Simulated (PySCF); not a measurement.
A side-by-side comparison of computed properties.

First species: C₅H₆FNSi.
SMILES: `C#C[Si@](N)(F)C#CC`

Second species: C₇H₁₀Si.
Structure used (GFN2-xTB), in Å, numbered top down from 1:
```
atom  x, y, z in Å
C1     2.806    0.449   -1.101
C2     1.991    0.623   -0.079
C3     1.260   -0.480    0.626
C4    -0.212   -0.303    0.428
C5    -1.062    0.120    1.375
C6    -2.453    0.270    0.976
C7    -2.741   -0.019   -0.300
Si8   -1.167   -0.547   -1.191
H9     3.303    1.274   -1.583
H10    3.021   -0.532   -1.495
H11    1.783    1.617    0.296
H12    1.500   -0.446    1.694
H13    1.577   -1.445    0.225
H14   -0.769    0.343    2.393
H15   -3.182    0.600    1.704
H16   -3.740    0.056   -0.696
H17   -1.179   -1.941   -1.637
H18   -0.746    0.367   -2.252
```

Levels: CAM-B3LYP/def2-SVPD for dipole moment, HOMO energy, LUMO energy, HOMO–LUMO gap, static isotropic polarisability and electronic spatial extent ⟨r²⟩ about the centre of nuclear charge; TDDFT CAM-B3LYP/def2-SVPD for lowest singlet excitation; TDA CAM-B3LYP/def2-SVPD for lowest triplet excitation (Tamm–Dancoff); GFN2-xTB for rotational constant A and rotational constant C. Geometries: GFN2-xTB. Each species is one conformer at its optimised geometry, gas phase, non-relativistic unless stated; the electronic structure was computed with PySCF and density fitting.

Dipoles, sizes and rotational constants follow the conformer. The torsions of the flexible species, by atom-mapped SMILES:
- `[CH:1]#[C:2][Si@:3]([NH2:4])([F:5])[C:6]#[C:7][CH3:8]`: H–N4–Si3–C2 -157°, H–N4–Si3–C2 59°
- `[CH2:1]=[CH:2][CH2:3][C:4]1=[CH:5][CH:6]=[CH:7][SiH2:8]1`: C1–C2–C3–C4 -115°, C2–C3–C4–C5 -107°

```tsv
property	column X	column Y
dipole moment	0.35 D	3.19 D
HOMO energy	-7.67 eV	-8.99 eV
LUMO energy	-0.32 eV	0.45 eV
HOMO–LUMO gap	7.35 eV	9.44 eV
lowest singlet excitation	4.24 eV	5.73 eV
lowest triplet excitation (Tamm–Dancoff)	2.58 eV	4.93 eV
static isotropic polarisability	105.5 au	88.0 au
electronic spatial extent ⟨r²⟩ about the centre of nuclear charge	1309 bohr²	1468 bohr²
rotational constant A	3.511 GHz	2.260 GHz
rotational constant C	0.926 GHz	0.824 GHz
```

Task: Which column belongs to which species?

Result: Column X is the second species and column Y the first. The first has 14 atoms and 66 electrons, the second 18 and 66.

Task: How does each property change from the first species to the second?

Result: dipole moment -2.84 D; HOMO energy +1.32 eV; LUMO energy -0.77 eV; HOMO–LUMO gap -2.09 eV; lowest singlet excitation -1.49 eV; lowest triplet excitation (Tamm–Dancoff) -2.35 eV; static isotropic polarisability +17.5 au; electronic spatial extent ⟨r²⟩ about the centre of nuclear charge -159 bohr²; rotational constant A +1.251 GHz; rotational constant C +0.102 GHz.

On the first: The polarisability is 13.04 Å³ as a volume (1 au = 0.148185 Å³), or 1.33 au for each of the 66 electrons. The principal polarisabilities are 64.8, 84.4 and 114.7 au; their mean is the isotropic value.

On the second: In atomic units the dipole is 0.14 e·bohr (1 au = 2.5417 D). The vertical singlet–triplet gap S1 − T1 is 1.66 eV (TDDFT singlet less Tamm–Dancoff triplet; S1: HOMO→LUMO, weight 0.97; T1: HOMO→LUMO, weight 0.92).
